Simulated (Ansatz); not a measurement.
Basis-set series for `N[SiH2][S][GeH3]`. The species carries charge 0 and has multiplicity 1. Geometry: relaxed with PBE0-D4/def2-TZVP. It is one conformer, not always the lowest.

| functional | basis | functions | energy (Eh) | HOMO (eV) | LUMO (eV) |
| --- | --- | --- | --- | --- | --- |
| PBE0-D4 | def2-SVP | 117 | -2822.61184 | -6.99 | 0.28 |
| PBE0-D4 | def2-QZVPP | 496 | -2823.25997 | -7.14 | -0.29 |
| ωB97M-V | def2-SVP | 117 | -2822.99585 | -9.11 | 2.19 |
| ωB97M-V | def2-QZVPP | 496 | -2823.64393 | -9.30 | 1.18 |

Task: Give the rows for def2-TZVPP. (Best estimate.)

Result: Computed: 
```
functional       basis  functions  energy (Eh)  HOMO (eV)  LUMO (eV)
   PBE0-D4  def2-TZVPP        261  -2823.18906      -7.11      -0.07
   ωB97M-V  def2-TZVPP        261  -2823.57545      -9.27       1.62
```

Positive LUMOs are unbound and depend on the basis. Scalar relativity is left out up to krypton.
